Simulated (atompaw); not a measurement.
## fluorine (F): from the effect back to the setting (PAW (atompaw))

Base potential:

F (Z = 9), PAW, made with atompaw 4.2.0.5 (PBE, non-relativistic). Core [He], reference 2s2 2p3 (charge +2). Waves: 2s (bound): rc 0.95 bohr; 2s channel at -3.75 Ry: rc 0.95 bohr; 2p (bound): rc 0.95 bohr; 2p channel at -3.2 Ry: rc 0.95 bohr; 3d channel at -0.2 Ry: rc 0.95 bohr; 3d channel at 1.55 Ry: rc 0.95 bohr. Local part: ultrasoft scheme with l = 3 at -0.5 Ry, radius 0.85 bohr. Core correction: smooth core density matched at 0.80 bohr. Augmentation charge: besselshape compensation charge, radius 0.95 bohr; PAW radius 0.95 bohr; waves and projectors: custom rrkj gramschmidtortho.

Cutoffs, loose and tight: the cutoffs (Ry, on a coarse ladder) from which the occupation-weighted sum of valence levels, in a spherical-Bessel basis at the reference potential, stays within 10 and 1 mRy of its value at 400 Ry. They see the waves, projectors and local potential, not the compensation charge or the core.

Only the scale of all radii (base = 1) is moved:

```tsv
scale of all radii (base = 1)	cutoff, loose	cutoff, tight	bound ghosts
0.78	120 Ry	200 Ry	none
0.86	100 Ry	180 Ry	none
0.93	90 Ry	160 Ry	none
1.01	80 Ry	140 Ry	none
1.18	60 Ry	100 Ry	none
1.26	50 Ry	90 Ry	none
```

**Question.** One more run gave cutoff, loose: 70 Ry; cutoff, tight: 110 Ry; bound ghosts: none. Which value of the scale of all radii (base = 1) was used?

**Answer.** 1.09. The loose cutoff moves one way along this sweep, from 120 Ry at 0.78 to 50 Ry at 1.26, which places the run between 1.01 and 1.18.
